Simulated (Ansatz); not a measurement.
`[SiH3][SiH]1[NH][AlH][S]1`, charge 0, multiplicity 1.

(1) Give a relaxed structure at PBE0-D4/def2-TZVP (Ansatz 0.2.0). (Best estimate.)

Answers

(1) Ansatz gave: 
Cartesian coordinates in Å:
```
Si -1.9878 0.0741 -0.5198
Si 0.3040 0.5497 -0.4916
N 1.0475 0.4240 1.0717
Al 2.1185 -0.9455 0.6839
S 1.4265 -1.0644 -1.3888
H -2.4981 0.0227 -1.9168
H -2.2263 -1.2404 0.1355
H -2.7551 1.1171 0.2195
H 0.5806 1.8373 -1.1913
H 0.8313 0.9938 1.8716
H 3.1589 -1.7683 1.5261
```
This is one stationary point; other conformers may exist.
